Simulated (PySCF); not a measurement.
Electron correlation in Au+ (gold, charge +1)

[Xe] 4f14 5d9 6s1, high-spin 3D determinant (an excited configuration). All numbers are calculated (PySCF 2.14, scalar relativity by spin-free X2C-1e, in x2c-TZVPPall (11s7p7d3f1g, 97 functions)). Frozen: [Xe] 4f14; 10 electrons correlated.

| level | correlation energy (mhartree) |
| --- | --- |
| CCSD | -278.27 |
| (T) | -9.02 |
| CCSD(T) | -287.29 |

Diagnostics: T1 = 0.0077, D1 = 0.0276, largest double amplitude 0.022.

Spin-orbit coupling, absent here, splits the open shell strongly.

Cost of the coupled-cluster step: about 13 core-seconds, for 10 correlated electrons.
